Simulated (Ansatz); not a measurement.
Reaction (formal exchange of groups at the Al–F bond): `C[O][Al]([F])[SH]` + `C=C(C)Cl` → `C[O][AlH][SH]` + `C/C(Cl)=C/F`

Program: Ansatz. Geometries: PBE0-D4/def2-TZVP. ΔE: electronic, gas phase. CCSD(T)/CBS is the MP2 limit (def2-TZVPP, def2-QZVPP) plus CCSD(T) − MP2 in def2-TZVPP, frozen cores. This one scheme is used for every species. Functionals use def2-TZVPP. B3LYP here is the variant with VWN-RPA as its local correlation; programs differ in this. One conformer a species, not always the lowest.

| level | ΔE (kJ/mol) | difference from CCSD(T)/CBS |
| --- | --- | --- |
| PBE-D4 | 246.7 | -27.6 |
| r2SCAN-D4 | 262.5 | -11.8 |
| PBE0-D4 | 254.4 | -19.9 |
| ωB97X-V | 257.6 | -16.7 |
| ωB97M-V | 261.4 | -12.9 |
| B2PLYP | 270.0 | -4.3 |
| r2SCAN | 262.7 | -11.6 |
| PBE0 | 254.9 | -19.4 |
| B3LYP | 262.4 | -11.9 |
| HF/def2-TZVPP | 271.8 | -2.5 |
| MP2/def2-TZVPP | 280.9 | 6.6 |
| SCS-MP2/def2-TZVPP | 276.2 | 1.9 |
| SCS-MP2/def2-QZVPP | 280.0 | 5.7 |
| HF/CBS(def2) | 273.9 | -0.4 |
| MP2/CBS(def2) | 285.9 | 11.6 |
| CCSD/CBS(def2) | 276.7 | 2.4 |
| CCSD(T)/CBS | 274.3 | 0 |

Largest T1 diagnostic among the species: 0.012.

From PBE to PBE0 (25 % exact exchange), in def2-TZVPP and without D4, ΔE moves by +7.6 kJ/mol.
